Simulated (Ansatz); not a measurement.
This geometry of ClGaH$_{7}$NSi (11 atoms, charge 0, multiplicity 1) is a first-order saddle point.

Computed with RKS PBE0/def2-mTZVP (Ansatz).

```xyz
11
Properties=species:S:1:pos:R:3
Ga 0.115 -0.475 -0.042
H -0.688 0.570 1.255
H 1.634 -0.171 -0.122
Cl -1.220 -0.406 -1.739
N -0.583 -1.756 1.296
H -1.460 -2.166 0.987
Si 0.393 -2.748 2.354
H 1.045 -3.883 1.642
H 1.454 -1.865 2.904
H -0.432 -3.298 3.461
H -0.802 -0.369 1.563
```

(1) Which two structures does it join? (They come from a converged band through this point; their orientation in space is the band's.)

(2) How far does it lie above each of them?

## Answers

(1) Bonds broken: Ga1–H2, N5–H11. Bonds formed: H2–H11. ClGaH7NSi becomes ClGaH5NSi + H2.

Initial state:

```xyz
11
Properties=species:S:1:pos:R:3
Ga 0.126 -0.172 0.118
H -0.350 1.222 0.665
H 1.615 -0.676 0.067
Cl -1.098 -0.917 -1.580
N -0.743 -1.531 1.525
H -1.434 -1.995 0.935
Si 0.427 -2.667 2.265
H 1.013 -3.453 1.159
H 1.432 -1.841 2.970
H -0.268 -3.556 3.231
H -1.263 -0.979 2.204
```

Final state:

```xyz
11
Properties=species:S:1:pos:R:3
Ga 0.288 -0.899 -0.234
H -1.280 1.413 2.003
H 1.598 -0.094 -0.048
Cl -1.056 -0.450 -1.861
N -0.281 -2.274 0.819
H -1.165 -2.680 0.536
Si 0.490 -2.931 2.226
H 0.771 -4.387 2.084
H 1.774 -2.201 2.394
H -0.328 -2.756 3.460
H -1.355 0.693 2.181
```

(2) 1.73 eV above the first and 1.06 eV above the second. This is the barrier of this one path; another mechanism may lie lower. The orbitals stay closed-shell, which can raise the energy where a bond breaks towards radicals; this wasn't checked here.

Time of the run: 7.3 min on 4 threads of Arm Neoverse V2 (shared host), peak memory 0.32 GiB.
